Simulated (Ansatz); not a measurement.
System: CH₅Al, net charge 0, singlet state. SMILES: [CH3][AlH2]
Geometry: optimised at B3LYP-D3(BJ)/def2-TZVP (Ansatz, a quantum-chemistry and plane-wave program).

Parts of the frozen-core correlation energy in def2-QZVPPD (Ansatz, hartree). Frozen orbitals: 6; correlated occupied orbitals by spin: 6 and 6; virtual: 292 and 292. No spin-orbit coupling. No relativistic terms.

```
term                            value
-------------------------  ----------
reference (HF)             -282.71439
MP2 opposite-spin            -0.24021
MP2 same-spin                -0.04740
CCSD correlation             -0.31653
(T)                          -0.01027
T1 diagnostic                   0.009
largest doubles amplitude       0.026
```
